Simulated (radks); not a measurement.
Values are calculated unless marked as measured or tabulated.
Fractional charge and spin in the 2s shell of carbon: the spin-up occupation runs from 0 to 1 and the spin-down occupation from 0 to 1; the fullest corner is C, [He] 2p(up 1, down 1) 2s(up 1, down 1). Level of theory: non-relativistic Kohn-Sham, SCAN, spin-polarised, spherical densities, point nucleus; meta-GGA in the generalised Kohn-Sham scheme (a radial shooting solver on a logarithmic mesh with Libxc functionals). Energy (eV) minus the two flat planes that join the four corners (they meet along the diagonal where the two added fractions sum to one electron); zero is where a piecewise linear energy would lie.

\begin{tabular}{lrrrrr}
down \ up & 0 & 0.25 & 0.5 & 0.75 & 1 \\ \hline
0 & 0.000 & -1.099 & -1.477 & -1.144 & 0.000 \\
0.25 & -1.099 & -1.241 & -0.634 & 0.652 & -0.937 \\
0.5 & -1.477 & -0.634 & 0.954 & -0.476 & -1.195 \\
0.75 & -1.144 & 0.652 & -0.476 & -1.030 & -0.914 \\
1 & 0.000 & -0.937 & -1.195 & -0.914 & 0.000 \\
\end{tabular}

Corners above the fullest one (they belong to C+ and the next ion): (up 1, down 0) 19.422 eV, (up 0, down 1) 19.422 eV, (up 0, down 0) 53.387 eV. With half an added electron in each spin the energy lies 0.954 eV from the planes, and with half an added electron in spin up alone -1.477 eV. The planes are only a guide here: the flat-plane condition holds for ground states with one frontier orbital, while this shell lies below other occupied shells, so the corners above the fullest one are inner-hole states and not the ground states of those ions.
